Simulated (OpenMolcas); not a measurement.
Ag3+ with its 6 nearest fluoride ions at 2.101 Å, on the Y site of Cs2NaYF6 (a = 9.075 Å, distance in the model lattice 2.178 Å). The rest of the host is ab initio model potentials to 7.6 Å, with orthogonalisation functions on the cations behind the ligands, and point charges beyond; the distance is set by hand and nothing relaxes. Ligand basis ANO-RCC-VDZP.
```
Ag    0.0000    0.0000    0.0000
F     2.1010    0.0000    0.0000
F     0.0000    2.1010    0.0000
F    -2.1010    0.0000    0.0000
F     0.0000   -2.1010    0.0000
F     0.0000    0.0000    2.1010
F     0.0000    0.0000   -2.1010
```

```json
{
  "Program": "OpenMolcas 26.06",
  "Method": "CASSCF",
  "Basis": "ANO-RCC-VDZP [6s5p3d1f]",
  "Scalar Hamiltonian": "DKH2, point nucleus",
  "Active space": "8 electrons in 5 orbitals (4d)",
  "State averaging": "2S+1 = 3 even, 10 roots; 2S+1 = 1 even, 15 roots",
  "Spin-orbit coupling": "RASSI with atomic mean-field integrals over the reference wave functions"
}
```

Problem. What is the spin-free ground state (labels of O, the rotations of Oh)?

Solution. 3A2, 1-fold in its orbital part; it has the highest spin that d8 allows.

Problem. Where is the first state of the same spin?

Solution. 3T2 at 16900 cm-1 above the ground state.

Problem. What are the lowest two levels with spin-orbit coupling?

Solution. A 3-fold level, then a 2-fold level 11268 cm-1 above it. Their leading multiplicities are 3 (100 %) and 1 (89 %).

Problem. What is χT at 300 K, and how does it compare with the textbook value?

Solution. The lowest level has 2S+1 = 3, for which the spin-only value is χT = S(S+1) / 2 = 1.000 cm3 K/mol (g = 2). The computed 1.261 at 300 K differs by +0.261, through orbital momentum, spin-orbit coupling and any other state in reach.

Without dynamic correlation the repulsion within the d shell is too large (B by tens of per cent), so at a given field states of lower spin stand too high. Real 4d8 and 5d8 ions are as a rule square planar and diamagnetic. The least metal-like active orbital is 71 % on the metal (Löwdin) and no ligand orbital is active, so the numbers are rough. With metal d orbitals alone the field can be off either way by tens of per cent. Ligand-to-metal charge-transfer states are missing. With no ligand orbital active B as a rule stays too high, so bands that hang on it stand too high and its fall with covalency is understated. No measured value stands beside these numbers; the geometry was set by hand and not optimised.
